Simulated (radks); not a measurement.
Bi30+, 53 electrons, occupied as [Kr] 4d10 4f7. All-electron calculation, non-relativistic Kohn-Sham, PBE, spin-polarised, spherical densities, point nucleus; open shells are filled with parallel spins first (spin-orbit coupling, left out, can overturn this in heavy ions); relativity is left out, which matters for an element this heavy. Program: a radial shooting solver on a logarithmic mesh with Libxc functionals.

Unscreened Slater integrals over Kohn-Sham orbitals (hartree). They are taken over the spin-up orbitals. Empty in this configuration: 5s.

\begin{tabular}{lr}
integral & value \\ \hline
F0(4f,4f) & 2.4155 \\
F2(4f,4f) & 1.2741 \\
F4(4f,4f) & 0.82991 \\
F6(4f,4f) & 0.60669 \\
F0(4f,4d) & 2.3202 \\
F2(4f,4d) & 1.1608 \\
F4(4f,4d) & 0.75417 \\
G1(4f,4d) & 1.2260 \\
G3(4f,4d) & 0.83340 \\
G5(4f,4d) & 0.60859 \\
F0(4f,4p) & 2.2987 \\
F2(4f,4p) & 1.1563 \\
G2(4f,4p) & 0.91709 \\
G4(4f,4p) & 0.67073 \\
F0(4f,4s) & 2.2959 \\
G3(4f,4s) & 0.76385 \\
F0(4f,5s) & 1.4832 \\
G3(4f,5s) & 0.13936 \\
F0(4d,4d) & 2.2695 \\
F2(4d,4d) & 1.1640 \\
F4(4d,4d) & 0.78990 \\
F0(4d,4p) & 2.2491 \\
F2(4d,4p) & 1.1603 \\
G1(4d,4p) & 1.4306 \\
G3(4d,4p) & 0.91800 \\
F0(4d,4s) & 2.2452 \\
G2(4d,4s) & 1.0988 \\
F0(4d,5s) & 1.4694 \\
G2(4d,5s) & 0.14884 \\
F0(4p,4p) & 2.2351 \\
F2(4p,4p) & 1.1744 \\
F0(4p,4s) & 2.2315 \\
G1(4p,4s) & 1.5140 \\
F0(4p,5s) & 1.4651 \\
G1(4p,5s) & 0.14217 \\
F0(4s,4s) & 2.2290 \\
F0(4s,5s) & 1.4640 \\
G0(4s,5s) & 0.10398 \\
F0(5s,5s) & 1.2177 \\
\end{tabular}

Derived for the open shells (J is the average intra-shell exchange parameter used in DFT+U). 4f: F4/F2 = 0.651, F6/F2 = 0.476, J = (286 F2 + 195 F4 + 250 F6)/6435 = 0.1053 hartree.
